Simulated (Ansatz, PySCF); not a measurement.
(Z)-2,3-difluorobut-2-ene (C4H6F2), SMILES C/C(F)=C(\C)F. Atoms are numbered in the order given.

```xyz
12

C      1.5348    -0.8702    -0.8568
C      0.6595     0.0675    -0.1005
F      1.3297     1.1281     0.3956
C     -0.6570    -0.0181     0.1333
C     -1.6136    -1.0748    -0.2978
F     -1.2440     0.9609     0.8524
H      2.3407    -1.2471    -0.2046
H      0.9794    -1.7280    -1.2547
H      2.0169    -0.3445    -1.6983
H     -2.4169    -0.6326    -0.9110
H     -2.0928    -1.5354     0.5826
H     -1.1253    -1.8646    -0.8812
```
Charge 0, spin multiplicity 1.

The structure is a stationary point at B3LYP-D3(BJ)/def2-SVP.

Two levels are set side by side: PBE-D3(BJ)/def2-SVP (Ansatz, a program for electronic structure) and B3LYP-D3(BJ)/def2-SVP (Ansatz). Each level has its own optimised geometry; the coordinates shown are those of the second. Frequencies come from the Hessian of PySCF at each geometry. Differences are taken from unrounded values.

| quantity | B3LYP-D3(BJ) | PBE-D3(BJ) | PBE-D3(BJ) minus B3LYP-D3(BJ) |
|---|---|---|---|
| mean bond length (Å) | 1.238 | 1.245 | 0.007 |
| bond C1–C2 (Å) | 1.489 | 1.490 | 0.001 |
| bond C2–F3 (Å) | 1.349 | 1.355 | 0.006 |
| bond C2–C4 (Å) | 1.340 | 1.352 | 0.012 |
| bond C4–C5 (Å) | 1.489 | 1.490 | 0.001 |
| bond C4–F6 (Å) | 1.349 | 1.355 | 0.006 |
| bond C1–H7 (Å) | 1.103 | 1.111 | 0.008 |
| bond C1–H8 (Å) | 1.097 | 1.104 | 0.008 |
| bond C1–H9 (Å) | 1.103 | 1.111 | 0.008 |
| bond C5–H10 (Å) | 1.103 | 1.111 | 0.008 |
| bond C5–H11 (Å) | 1.103 | 1.111 | 0.008 |
| bond C5–H12 (Å) | 1.097 | 1.104 | 0.008 |
| highest harmonic wavenumber (cm⁻¹) | 3166 | 3105 | -60 |
| mean harmonic wavenumber (cm⁻¹) | 1350 | 1313 | -37 |
| zero-point energy (kcal/mol) | 57.88 | 56.30 | -1.58 |

Exact exchange shortens and stiffens bonds; PBE has none. Differences between two approximate levels are no errors against the true value.
